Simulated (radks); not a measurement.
Results of a calculation; reference values are marked as such.
Effect of the nuclear size on the phosphorus ion P3+, [Ne] 3s2. Level of theory: Dirac Kohn-Sham, LDA (Slater exchange, Perdew-Wang correlation), spin-unpolarised, spherical densities, finite nucleus; Fermi nuclear charge, rms radius 3.1889 fm (a radial shooting solver on a logarithmic mesh with Libxc functionals). The rms radius is varied about that value; shifts are against it.

| rms radius (fm) | total energy shift (eV) | density at nucleus (e/bohr^3) | 1s1/2 shift (meV) | 2s1/2 shift (meV) |
|---|---|---|---|---|
| 2.6787 | -0.00217 | 2380 | -0.903 | -0.060 |
| 2.9848 | -0.000911 | 2376 | -0.380 | -0.025 |
| 3.1889 | 0 | 2373 | 0.000 | 0.000 |
| 3.3101 | 0.000569 | 2372 | 0.237 | 0.016 |
| 3.8522 | 0.00337 | 2367 | 1.40 | 0.093 |

Slopes of the eigenvalues against <r^2> in GHz/fm^2, as finite differences over the two radii next to the reference (eigenvalue slopes, not the field-shift constants of lines): 1s1/2 72.8, 2s1/2 4.82.
